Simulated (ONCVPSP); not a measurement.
**Mn (Z = 25): variants of one ONCV potential**

Base potential:

manganese, optimised norm-conserving Vanderbilt (ONCV), made with ONCVPSP 4.0.1 (LDA (Perdew-Wang 92), scalar-relativistic). Core [Ne], reference 3s2 3p6 3d5 4s1 4p1. Waves: 3s+4s: rc 1.30 bohr, ncon 4, nbas 7, qcut 10.7 1/bohr, 2 projectors; 3p+4p: rc 1.75 bohr, ncon 4, nbas 8, qcut 10 1/bohr, 2 projectors; 3d: rc 1.20 bohr, ncon 3, nbas 7, qcut 15.8 1/bohr, 2 projectors, debl 1.6 Ha; f scattering state at 0.16 Ha: rc 1.45 bohr, ncon 5, nbas 9, qcut 7.2 1/bohr, 2 projectors, debl 2.3 Ha. Local part: polynomial inside 0.90 bohr (lpopt 3, dvloc0 0 Ha). Core correction: polynomial model core, fcfact 0.4.

Cutoffs, loose and tight: the cutoffs (Ha) at which the residual kinetic energy of the hardest occupied pseudo-wave falls to 1 and 0.1 mHa per electron. They do not see the model core or the augmentation charge, which bear on the density cutoff. Test errors are all-electron minus pseudo excitation energies from the reference, over the configurations 3s2 3p6 3d5 4s2 4p0; 3s2 3p6 3d5 4s1 4p0; 3s2 3p6 3d5 4s0 4p0; 3s2 3p6 3d4 4s2 4p1. A dash means not determined; rows that change the core or the reference have their own tests.

A true bound ghost makes a file unfit for plane-wave use even where its test errors are small: the radial tests pick states by their node count and pass the ghost by.

| change | outcome | cutoff, loose | cutoff, tight | bound ghosts | GHOST(+) flags above zero | largest test error (meV) |
| --- | --- | --- | --- | --- | --- | --- |
| base | generated | 75 Ha | 87 Ha | p | none | +13 |
| d: qcut 9.6 | generated | 46 Ha | 137 Ha | p | none | +25 |
| d: qcut 11 | generated | 51 Ha | 59 Ha | p | none | +21 |
| d: qcut 12.8 | generated | 61 Ha | 69 Ha | p | none | +17 |
| d: qcut 17.2 | generated | 79 Ha | 93 Ha | p | none | +12 |
| d: qcut 20.6 | generated | 84 Ha | 99 Ha | p | none | +11 |
| d: qcut 22.2 | generated | 86 Ha | 100 Ha | p | none | +11 |
| d: qcut 23.7 | generated | 84 Ha | 99 Ha | p | none | +11 |

Task: What comes out with this change to the base: d: qcut 18.8?

Result: outcome: generated; cutoff, loose: 80 Ha; cutoff, tight: 94 Ha; bound ghosts: p; GHOST(+) flags above zero: none; largest test error (meV): +12.

Task: What comes out with this change to the base: d: qcut 13.8?

Result: outcome: generated; cutoff, loose: 66 Ha; cutoff, tight: 76 Ha; bound ghosts: p; GHOST(+) flags above zero: none; largest test error (meV): +15.

Task: What comes out with this change to the base: d: qcut 16?

Result: outcome: generated; cutoff, loose: 75 Ha; cutoff, tight: 88 Ha; bound ghosts: p; GHOST(+) flags above zero: none; largest test error (meV): +13.

Reading the sweep of the qcut of the d channel (base included, trends over the rows without a ghost): Bound ghosts are found at 9.6, 11, 12.8, 13.8, 15.8, 16, 17.2, 18.8, 20.6, 22.2, 23.7 1/bohr. Every judged row has one, so this setting neither creates nor removes them.
